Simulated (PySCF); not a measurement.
Dipole response of Os (osmium, neutral)

[Xe] 4f14 5d6 6s2, high-spin 5D determinant. All numbers are calculated (PySCF 2.14, the spin-free X2C one-electron Hamiltonian (Gaussian nucleus), in ANO-RCC-VTZP). Coupled (time-dependent) response in atomic units; α is the mean over directions. The basis has no added diffuse functions, which lowers α and C₆.

| method | mean α (bohr³) | α xx, yy, zz | C₆ (like pair) | S(−4) |
| --- | --- | --- | --- | --- |
| PBE0 | 47.02 | 46.96, 46.96, 47.15 | 507.0 | 732.6 |

S(−4) is the Cauchy moment in α(ω) = α(0) + S(−4) ω² + …

Reference α: 57 ± 3 bohr³ (recommended; Schwerdtfeger and Nagle, table of static dipole polarizabilities (2023 update)). Published C₆: 584.0 (Gould and Bucko (2016)).

Spin-orbit coupling is absent.

α(iu) at PBE0:

| u (hartree) | α(iu) (bohr³) |
| --- | --- |
| 0 | 47.02 |
| 0.0500 | 45.29 |
| 0.100 | 40.96 |
| 0.200 | 30.51 |
| 0.300 | 22.30 |
| 0.500 | 13.36 |
| 0.750 | 8.661 |
| 1.00 | 6.396 |
| 1.50 | 4.123 |
| 2.00 | 2.934 |
| 3.00 | 1.716 |
| 5.00 | 0.8102 |

The components differ because the open shell of this determinant is not spherical; for a pure term their mean is the scalar polarisability.

Spin-orbit coupling, absent here, splits the open shell strongly.
